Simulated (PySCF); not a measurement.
# Ionisation energy of V³⁺ by level of theory

V³⁺ [Ar] 3d2 [3d3/2^2, M_J = 2] → V⁴⁺ [Ar] 3d1 [3d3/2^1, M_J = 3/2], as a difference of total energies. Calculation: PySCF 2.14, in x2c-QZVPPall-2c (11s9p5d3f2g, 102 functions); the two-component X2C-1e Hamiltonian. Correlated levels: [Ne] frozen; the 8 highest virtual spinors dropped. "Screened" scales the spin-orbit matrix elements by Boettger's factors to mimic the two-electron term; Breit and QED terms are absent.

| method | ionisation energy (eV) | error (eV) |
| --- | --- | --- |
| GHF (spin-free) | 45.830 | -0.879 |
| GMP2 (spin-free) | 46.568 | -0.141 |
| GHF (screened spin-orbit) | 45.832 | -0.877 |
| GMP2 (screened spin-orbit) | 46.560 | -0.149 |

Reference: 46.709 ± 0.005 eV (measured; NIST Atomic Spectra Database, ionization energies).

Errors of the correlated levels include the incompleteness of this basis and the frozen core.

The labels give the starting determinants; with spin-orbit coupling the two ends relaxed to ⟨J²⟩ = 7.78, ⟨L²⟩ = 12.00, ⟨S²⟩ = 2.00 and ⟨J²⟩ = 3.97, ⟨L²⟩ = 6.01, ⟨S²⟩ = 0.75.

The determinant of V³⁺ mixes levels of different J (the jj label is only the starting occupation), so the difference between spin-free and spin-orbit rows is not the physical spin-orbit shift.
